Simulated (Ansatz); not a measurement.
Wavefunction ladder for C2H2ClFOZr (`C#[C][Zr]([OH])([F])[Cl]`)

| atom | x (Å) | y (Å) | z (Å) |
| --- | --- | --- | --- |
| C1 | 2.4937 | -0.0946 | -0.3926 |
| C2 | 1.2837 | -0.0060 | -0.3274 |
| Zr3 | -0.8879 | 0.1721 | -0.2578 |
| O4 | -1.4744 | -0.6159 | 1.3542 |
| F5 | -1.6267 | -0.7543 | -1.7351 |
| Cl6 | -1.4823 | 2.4430 | -0.3385 |
| H7 | 3.5567 | -0.1709 | -0.4511 |
| H8 | -1.8629 | -0.9734 | 2.1484 |

Total charge 0; spin multiplicity 1. Correlated methods include outer-core shells of Zr, which these sets cover unevenly. Zr takes the def2 core potential. The geometry is a stationary point of PBE0-D4/def2-TZVP. It is one conformer, not always the lowest. Frozen core, restricted reference, Ansatz 0.2.0.

```
     basis     HF (Eh)  MP2 corr.
  def2-SVP  -757.07759   -0.99657
def2-TZVPP  -757.55680   -1.32098
def2-QZVPP  -757.58487   -1.45436
```

(1) Estimate the CCSD correlation energy and the (T) correction in each basis where they were run (hartree).

Answers

(1) 
| basis | CCSD corr. | (T) |
| --- | --- | --- |
| def2-SVP | -1.01716 | -0.03494 |
| def2-TZVPP | -1.33510 | -0.06081 |
